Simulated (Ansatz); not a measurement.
C$_{2}$H$_{6}$GaN (`C=[N][GaH][CH3]`). Charge 0, multiplicity 1. Geometry: relaxed with PBE0-D4/def2-TZVP. It is one conformer, not always the lowest.

```xyz
10

C     2.049   -1.124   -0.403
N     1.225   -0.193   -0.382
Ga   -0.374    0.625   -0.650
C    -1.638    0.602    0.847
H     3.072   -0.995   -0.015
H     1.832   -2.127   -0.803
H    -0.489    1.405   -1.998
H    -1.841    1.619    1.192
H    -2.590    0.169    0.532
H    -1.246    0.019    1.680
```

What is the dipole moment at r2SCAN/def2-TZVPP? (Best estimate.)

Ansatz gave: 1.01 D, with components (-0.24, -0.94, 0.29) D in this frame, pointing from negative to positive charge.

And with PBE, B3LYP, ωB97M-V? (Estimate.)

Ansatz gave: PBE 0.99 D, B3LYP 1.00 D, ωB97M-V 1.00 D.

Give the Mulliken charges with r2SCAN, ωB97M-V, B3LYP in def2-TZVPP. (Best estimate.)

Ansatz gave: 
```tsv
atom	r2SCAN	ωB97M-V	B3LYP
C1	0.05	-0.06	-0.07
N2	-0.32	-0.30	-0.25
Ga3	0.31	0.32	0.28
C4	-0.31	-0.47	-0.38
H5	0.06	0.09	0.09
H6	0.06	0.10	0.09
H7	-0.06	-0.03	-0.05
H8	0.07	0.12	0.10
H9	0.07	0.11	0.09
H10	0.07	0.12	0.10
```

B3LYP here is the variant with VWN-RPA as its local correlation; programs differ in this.
